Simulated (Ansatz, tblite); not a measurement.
Removing an electron: the cluster Be₂Te₂⁻. The state is a doublet with charge -1. Geometry: PBE0-D4/def2-TZVPD. Ansatz, gas phase; energy differences of separate SCF runs; the oxidised species is a singlet (the triplet lies 1.75 eV higher at PBE0-D4/def2-TZVPD).

```xyz
4

Be   -0.684    0.885    0.042
Be    0.684   -0.885   -0.042
Te    0.464    0.268    1.916
Te   -0.464   -0.267   -1.916
```

In the def2 sets Te takes a core potential; there is no spin–orbit coupling. The xTB rows come from tblite. The structure comes from a short search, and lower isomers may exist.

Q: Estimate orbital energies and vertical ionisation energies at: GFN1-xTB; GFN2-xTB; PBE-D4/def2-TZVPD; r2SCAN-D4/def2-TZVPD; PBE0-D4/def2-TZVPD.

A: 
```json
{"level": "GFN1-xTB", "−HOMO (eV)": "–", "vertical IE (eV)": "4.62", "−LUMO (eV)": "–", "HOMO–LUMO gap (eV)": "–", "remarks": "–"}
{"level": "GFN2-xTB", "−HOMO (eV)": "–", "vertical IE (eV)": "-0.10", "−LUMO (eV)": "–", "HOMO–LUMO gap (eV)": "–", "remarks": "–"}
{"level": "PBE-D4/def2-TZVPD", "−HOMO (eV)": "-0.32", "vertical IE (eV)": "1.78", "−LUMO (eV)": "-1.54", "HOMO–LUMO gap (eV)": "1.22", "remarks": "HOMO above zero (-1 doublet)"}
{"level": "r2SCAN-D4/def2-TZVPD", "−HOMO (eV)": "-0.11", "vertical IE (eV)": "1.85", "−LUMO (eV)": "-1.77", "HOMO–LUMO gap (eV)": "1.65", "remarks": "HOMO above zero (-1 doublet)"}
{"level": "PBE0-D4/def2-TZVPD", "−HOMO (eV)": "0.32", "vertical IE (eV)": "1.75", "−LUMO (eV)": "-2.17", "HOMO–LUMO gap (eV)": "2.48", "remarks": "–"}
```

  A HOMO above zero means that the electron is unbound at that level or that self-interaction error raises the level; the energy of removing that electron tells which. HOMO and LUMO are the levels of the spin that leaves or enters (xTB has no such levels and no spin-polarisation term). Other spin states of the ions may lie lower, which would lower the ionisation energy or raise the affinity. Raw xTB energy differences between charge states are shifted by several eV; the methods need an empirical correction for them.
